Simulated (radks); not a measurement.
Results of a calculation; reference values are marked as such.
Species: Sr+. Configuration: [Kr] 5s1. Code: a radial shooting solver on a logarithmic mesh with Libxc functionals. Model: scalar-relativistic Kohn-Sham, LDA (Slater exchange, VWN5 correlation), spin-polarised, spherical densities, finite nucleus; open shells are filled with parallel spins first (spin-orbit coupling, left out, can overturn this in heavy ions); Fermi nuclear charge, rms radius 4.224 fm. Some entries of the table are withheld. Estimate them.

| orbital | occ. | eigenvalue (eV) | <1/r> (bohr^-1) |
|---|---|---|---|
| 1s up | 1 | -15919.01 | 38.95 |
| 1s down | 1 | -15919.00 | 38.95 |
| 2s up | 1 | -2161.574 | 8.691 |
| 2s down | 1 | -2161.562 | 8.691 |
| 2p up | 3 | -1923.097 | 8.492 |
| 2p down | 3 | -1923.085 | 8.492 |
| 3s up | 1 | -339.1571 | 2.913 |
| 3s down | 1 | -339.1366 | 2.913 |
| 3p up | 3 | -262.2066 | 2.761 |
| 3p down | 3 | -262.1850 | 2.761 |
| 3d up | 5 | -134.6922 | 2.507 |
| 3d down | 5 | -134.6688 | 2.507 |
| 4s up | 1 | -47.3331 | 0.9950 |
| 4s down | 1 | -47.2549 | 0.9959 |
| 4p up | 3 | -29.2488 | 0.8514 |
| 4p down | 3 | -29.1240 | 0.8545 |
| 5s up | 1 | -8.8713 | 0.3340 |
| 5s down | 0 | -8.1128 | 0.3313 |
| 4d up | 0 | -7.1823 | 0.4736 |
| 4d down | 0 | -6.6787 | 0.4869 |
| 5p up | 0 | -5.7888 | (1) |
| 5p down | 0 | -5.1543 | (2) |
| 6s up | 0 | -2.7602 | (3) |
| 6s down | 0 | -2.6147 | (4) |
| 4f up | 0 | (5) | 0.1137 |
| 4f down | 0 | (6) | 0.09836 |

Answer. 
(1) 5p up <1/r> (bohr^-1): 0.2701
(2) 5p down <1/r> (bohr^-1): 0.2583
(3) 6s up <1/r> (bohr^-1): 0.1568
(4) 6s down <1/r> (bohr^-1): 0.1516
(5) 4f up eigenvalue (eV): -1.1693
(6) 4f down eigenvalue (eV): -1.0692
